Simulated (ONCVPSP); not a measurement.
# What one change does to a pseudopotential (Cd (Z = 48), ONCV)

```json
{
  "Element": "Cd",
  "Generator": "ONCVPSP 4.0.1",
  "Type": "optimised norm-conserving Vanderbilt (ONCV)",
  "Functional": "BLYP",
  "Relativity": "fully relativistic",
  "Frozen core": "[Ar] 3d10",
  "Valence charge": "20",
  "Reference configuration": "4s2 4p6 4d10 5s2",
  "Partial waves": "4s+5s: rc 1.45 bohr, ncon 4, nbas 8, qcut 7 1/bohr, 2 projectors; 4p: rc 1.00 bohr, ncon 4, nbas 8, qcut 8 1/bohr, 3 projectors, debl 3.8 Ha; 4d: rc 1.20 bohr, ncon 4, nbas 8, qcut 7.4 1/bohr, 2 projectors, debl 1.8 Ha",
  "Local potential": "polynomial inside 0.95 bohr (lpopt 5, dvloc0 0 Ha)",
  "Core correction": "none"
}
```

Open shells are filled in proportion to 2j + 1.

Change: all radii scaled by about 1.10 (s 1.60, p 1.10, d 1.32 bohr); local potential polynomial inside 1.04 bohr (lpopt 5, dvloc0 0 Ha).

Cutoffs: the cutoffs (Ha) at which the residual kinetic energy of the hardest occupied pseudo-wave falls to 1 and 0.1 mHa per electron; they do not see the model core or the augmentation charge, which bear on the density cutoff. Errors are all-electron minus pseudo energies relative to the spin-unpolarised reference configuration.

Task: Predict the effect on cutoff, ghosts and configuration errors.

Result: The potential gets softer (168 Ha and 208 Ha → 87 Ha and 165 Ha); of the 4 tests that both files solve, the error grows in 2 and shrinks in 0 by more than 15 % and 0.3 meV (median size 0.1 → 0.8 meV); neither file shows a bound ghost. A larger radius leaves more room for a smooth pseudo-wave, so fewer plane waves are needed.

| quantity | base | changed |
| --- | --- | --- |
| cutoff, loose | 168 Ha | 87 Ha |
| cutoff, tight | 208 Ha | 165 Ha |
| loose cutoff by channel | s 21 Ha, p 168 Ha, d 85 Ha | s 17 Ha, p 87 Ha, d 64 Ha |
| bound ghosts | none | none |
| GHOST(+) flags under 300 eV | s at 142.9 eV | s at 162.3 eV |
| error for 4s2 4p6 4d10 5s1, meV [ΔE 9.32 eV] | +0.1 | -0.1 |
| error for 4s2 4p6 4d10 5s0, meV [ΔE 26.62 eV] | -0.5 | -1.4 |
| error for 4s2 4p6 4d9 5s0, meV [ΔE 64.51 eV] | +0.1 | -2.5 |
| error for 4s2 4p6 4d10 5s1 5p1, meV [ΔE 4.67 eV] | 0.0 | -0.2 |
